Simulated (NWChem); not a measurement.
System: AlAsH₂F₂; SMILES [F][Al]([F])[AsH2]

Here is an NWChem input.

```
start job
memory heap 200 mb stack 900 mb global 1100 mb
geometry units angstroms noautosym nocenter noautoz
  Al    -0.072557     1.065898     0.031665
  As    -0.173520    -1.329279     0.156895
  H      0.495038    -1.422826    -1.211210
  H     -1.574718    -1.295383    -0.445720
  F     -1.342242     2.016615     0.515814
  F      1.300500     1.854167    -0.461965
end
basis spherical
  * library def2-svpd
end
dft
  xc b3lyp
  iterations 150
end
property
  response 1 0.0
end
task dft property
```

Output (shortened):

```
             Northwest Computational Chemistry Package (NWChem) 7.3.0
             --------------------------------------------------------

                             Geometry "geometry" -> ""
                             -------------------------

 Output coordinates in angstroms (scale by  1.889725989 to convert to a.u.)

  No.       Tag          Charge          X              Y              Z
 ---- ---------------- ---------- -------------- -------------- --------------
    1 Al                  13.0000    -0.07255700     1.06589800     0.03166500
    2 As                  33.0000    -0.17352000    -1.32927900     0.15689500
    3 H                    1.0000     0.49503800    -1.42282600    -1.21121000
    4 H                    1.0000    -1.57471800    -1.29538300    -0.44572000
    5 F                    9.0000    -1.34224200     2.01661500     0.51581400
    6 F                    9.0000     1.30050000     1.85416700    -0.46196500

 Effective nuclear repulsion energy (a.u.)     305.6262281954

                              NWChem Property Module
                              ----------------------

                                 NWChem DFT Module
                                 -----------------

 Summary of "ao basis" -> "ao basis" (spherical)
 ------------------------------------------------------------------------------
       Tag                 Description            Shells   Functions and Types
 ---------------- ------------------------------  ------  ---------------------
 Al                        def2-svpd                10       24   5s3p2d
 As                        def2-svpd                14       38   6s4p4d
 H                         def2-svpd                 4        8   2s2p
 F                         def2-svpd                 9       23   4s3p2d

            General Information
            -------------------
          SCF calculation type: DFT
          Wavefunction type:  closed shell.
          No. of atoms     :     6
          No. of electrons :    66
           Alpha electrons :    33
            Beta electrons :    33
          Charge           :     0
          Spin multiplicity:     1
          Use of symmetry is: off; symmetry adaption is: off
          Maximum number of iterations: 150
          AO basis - number of functions:   124
                     number of shells:    50
          Convergence on energy requested:  1.00D-06
          Convergence on density requested:  1.00D-05
          Convergence on gradient requested:  5.00D-04

              XC Information
              --------------
                         B3LYP Method XC Potential
                     Hartree-Fock (Exact) Exchange  0.200
                        Slater Exchange Functional  0.800 local
                    Becke 1988 Exchange Functional  0.720 non-local
              Lee-Yang-Parr Correlation Functional  0.810
                  VWN I RPA Correlation Functional  0.190 local

             Grid Information
             ----------------
          Grid used for XC integration:  medium
          Radial quadrature: Mura-Knowles
          Angular quadrature: Lebedev.
          Tag              B.-S. Rad. Rad. Pts. Rad. Cut. Ang. Pts.
          ---              ---------- --------- --------- ---------
          Al                  1.25       88          11.0       590
          As                  1.15      112          11.0       590
          H                   0.35       45          12.0       434
          F                   0.50       49          12.0       434
          Grid pruning is: on
          Number of quadrature shells:   388
          Spatial weights used:  Erf1

      Superposition of Atomic Density Guess
      -------------------------------------

 Sum of atomic energies:       -2675.24451081

      Non-variational initial energy
      ------------------------------

 Total energy =   -2675.717256
 1-e energy   =   -4338.853522
 2-e energy   =    1357.510038
 HOMO         =      -0.311739
 LUMO         =      -0.030992

   convergence    iter        energy       DeltaE   RMS-Dens  Diis-err
 ---------------- ----- ----------------- --------- --------- ---------
 d= 0,ls=0.0,diis     1  -2678.8119897383 -2.98D+03  1.50D-02  1.03D+00
 d= 0,ls=0.0,diis     2  -2678.6307195044  1.81D-01  7.20D-03  3.51D+00
 d= 0,ls=0.0,diis     3  -2678.9321695967 -3.01D-01  1.15D-03  1.31D-02
 d= 0,ls=0.0,diis     4  -2678.9331988207 -1.03D-03  2.88D-04  1.42D-03
 d= 0,ls=0.0,diis     5  -2678.9333274970 -1.29D-04  8.77D-05  4.00D-05
  Resetting Diis
 d= 0,ls=0.0,diis     6  -2678.9333327285 -5.23D-06  2.48D-05  4.50D-06
 d= 0,ls=0.0,diis     7  -2678.9333334052 -6.77D-07  8.82D-06  1.59D-07

         Total DFT energy =    -2678.933333405159
      One electron energy =    -4340.749447094271
           Coulomb energy =     1479.712847671926
    Exchange-Corr. energy =     -123.522962178244
 Nuclear repulsion energy =      305.626228195430

 Numeric. integr. density =       65.999995532704

                       DFT Final Molecular Orbital Analysis
                       ------------------------------------

 Vector   31  Occ=2.000000D+00  E=-3.898247D-01
              MO Center= -3.6D-01, -1.0D+00, -3.9D-01, r^2= 3.0D+00
   Bfn.  Coefficient  Atom+Function         Bfn.  Coefficient  Atom+Function
  ----- ------------  ---------------      ----- ------------  ---------------
    37      0.312812  2 As px                63      0.307868  3 H  s
    71     -0.307843  4 H  s                 40      0.262042  2 As px
    34     -0.196153  2 As px               107     -0.139186  6 F  py
    84      0.131520  5 F  py                39     -0.115721  2 As pz
    42     -0.096939  2 As pz               110      0.093096  6 F  py

 Vector   32  Occ=2.000000D+00  E=-3.427528D-01
              MO Center= -1.8D-01, -8.0D-01,  6.3D-02, r^2= 2.7D+00
   Bfn.  Coefficient  Atom+Function         Bfn.  Coefficient  Atom+Function
  ----- ------------  ---------------      ----- ------------  ---------------
    42      0.293231  2 As pz                39      0.284913  2 As pz
    28      0.222943  2 As s                 63     -0.214205  3 H  s
    71     -0.214261  4 H  s                 38      0.199338  2 As py
     3      0.180153  1 Al s                 36     -0.178222  2 As pz
    41      0.179002  2 As py                10     -0.139027  1 Al py

 Vector   33  Occ=2.000000D+00  E=-2.921901D-01
              MO Center= -1.6D-01, -1.1D+00,  1.4D-01, r^2= 2.8D+00
   Bfn.  Coefficient  Atom+Function         Bfn.  Coefficient  Atom+Function
  ----- ------------  ---------------      ----- ------------  ---------------
    28      0.358904  2 As s                 38     -0.332252  2 As py
    41     -0.325178  2 As py                42      0.274874  2 As pz
     3     -0.230432  1 Al s                 39      0.204751  2 As pz
    35      0.202777  2 As py                27     -0.199849  2 As s
    10      0.152471  1 Al py                 2     -0.141061  1 Al s

 Vector   34  Occ=0.000000D+00  E=-5.533902D-02
              MO Center= -2.1D-01,  4.4D-01, -2.3D-01, r^2= 6.8D+00
   Bfn.  Coefficient  Atom+Function         Bfn.  Coefficient  Atom+Function
  ----- ------------  ---------------      ----- ------------  ---------------
     5      0.712042  1 Al s                 30      0.583980  2 As s
    29     -0.556049  2 As s                  3      0.411022  1 Al s
    41     -0.253666  2 As py                28     -0.249917  2 As s
    38     -0.249821  2 As py                 2      0.218509  1 Al s
    81     -0.146694  5 F  s                104     -0.146698  6 F  s

 Vector   35  Occ=0.000000D+00  E=-4.092780D-02
              MO Center= -3.8D-02,  4.3D-01,  2.3D-01, r^2= 4.6D+00
   Bfn.  Coefficient  Atom+Function         Bfn.  Coefficient  Atom+Function
  ----- ------------  ---------------      ----- ------------  ---------------
    14      0.734595  1 Al pz                29     -0.484470  2 As s
     5      0.450185  1 Al s                  4     -0.427212  1 Al s
    11      0.318668  1 Al pz                12      0.267074  1 Al px
    64      0.251371  3 H  s                 72      0.251415  4 H  s
    30      0.206479  2 As s                 28     -0.184303  2 As s

 Vector   36  Occ=0.000000D+00  E=-1.835164D-02
              MO Center= -1.4D-01, -9.3D-01,  1.9D-01, r^2= 4.5D+00
   Bfn.  Coefficient  Atom+Function         Bfn.  Coefficient  Atom+Function
  ----- ------------  ---------------      ----- ------------  ---------------
    12      0.542126  1 Al px                40      0.267602  2 As px
    82      0.256309  5 F  s                105     -0.256075  6 F  s
    37      0.253732  2 As px                63     -0.230202  3 H  s
    71      0.230257  4 H  s                 64     -0.207140  3 H  s
    72      0.207079  4 H  s                 14     -0.200706  1 Al pz

     Multipole analysis of the density
     ---------------------------------

     L   x y z        total         alpha         beta         nuclear
     -   - - -        -----         -----         ----         -------
     0   0 0 0     -0.000000    -33.000000    -33.000000     66.000000

     1   1 0 0     -0.081192      7.636188      7.636188    -15.353568
     1   0 1 0     -0.828343     -2.407167     -2.407167      3.985991
     1   0 0 1     -0.082013     -4.214363     -4.214363      8.346714

[...]

 DFT Linear Response polarizability / au
 Frequency  =       0.0000000 / au
              X              Y              Z
 -----------------------------------------------
 X      51.6088095      0.6569437     -0.5797520
 Y       0.6569524     70.2069385     -1.2873552
 Z      -0.5797534     -1.2873786     50.4283048
 -----------------------------------------------
 Eigenvalues =      51.7827026     70.3160746     50.1452757
 Isotropic   =      57.4146843
 Anisotropic =      19.4039709
 -----------------------------------------------

 Magnetic Dipole Response Matrix (nonzero elements):

 Exiting AOResponse driver routine
```

Level: B3LYP/def2-SVPD. All runs use the structure optimised with PBE0/def2-SVP.
